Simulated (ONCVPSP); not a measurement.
**molybdenum: one change to an ONCV potential, before and after**

```json
{"Element": "Mo", "Generator": "ONCVPSP 4.0.1", "Type": "optimised norm-conserving Vanderbilt (ONCV)", "Functional": "Wu-Cohen", "Relativity": "scalar-relativistic", "Frozen core": "[Ar] 3d10", "Valence charge": "14", "Reference configuration": "4s2 4p6 4d5 5s1", "Partial waves": "4s+5s: rc 1.65 bohr, ncon 3, nbas 6, qcut 6.3 1/bohr, 2 projectors; 4p: rc 1.35 bohr, ncon 4, nbas 9, qcut 7.1 1/bohr, 2 projectors, debl 1.9 Ha; 4d: rc 2.00 bohr, ncon 4, nbas 8, qcut 8.4 1/bohr, 1 projector", "Local potential": "polynomial inside 1.20 bohr (lpopt 2, dvloc0 3 Ha)", "Core correction": "none"}
```

Change: local potential polynomial inside 1.15 bohr (lpopt 3, dvloc0 0 Ha).

Cutoffs: the cutoffs (Ha) at which the residual kinetic energy of the hardest occupied pseudo-wave falls to 1 and 0.1 mHa per electron; they do not see the model core or the augmentation charge, which bear on the density cutoff. Errors are all-electron minus pseudo energies relative to the spin-unpolarised reference configuration.

What does the change do?

The potential gets neither clearly harder nor softer (23 Ha and 94 Ha → 23 Ha and 94 Ha); of the 4 tests that both files solve, the error grows in 1 and shrinks in 0 by more than 15 % and 0.3 meV (median size 1.5 → 1.5 meV); the range in which the d phases agree narrows (upper end at the end of the scan → 2.2); neither file shows a bound ghost.

| quantity | base | changed |
| --- | --- | --- |
| cutoff, loose | 23 Ha | 23 Ha |
| cutoff, tight | 94 Ha | 94 Ha |
| bound ghosts | none | none |
| GHOST(+) flags under 300 eV | none | s at 173.3 eV |
| error for 4s2 4p6 4d5 5s0, meV [ΔE 6.89 eV] | -1.8 | -1.8 |
| error for 4s2 4p6 4d4 5s0, meV [ΔE 22.34 eV] | -0.9 | -0.7 |
| error for 4s2 4p6 4d3 5s0, meV [ΔE 49.07 eV] | +3.2 | +4.1 |
| error for 4s2 4p6 4d5.5 5s0.5, meV [ΔE 0.29 eV] | -1.1 | -1.1 |
| s: phases at 1.68 bohr within 0.05 rad from the reference energy up to (Ha; the scan ends near 5) | to the end of the scan | to the end of the scan |
| p: phases at 1.37 bohr within 0.05 rad from the reference energy up to (Ha; the scan ends near 5) | to the end of the scan | to the end of the scan |
| d: phases at 2.03 bohr within 0.05 rad from the reference energy up to (Ha; the scan ends near 5) | to the end of the scan | 2.2 |
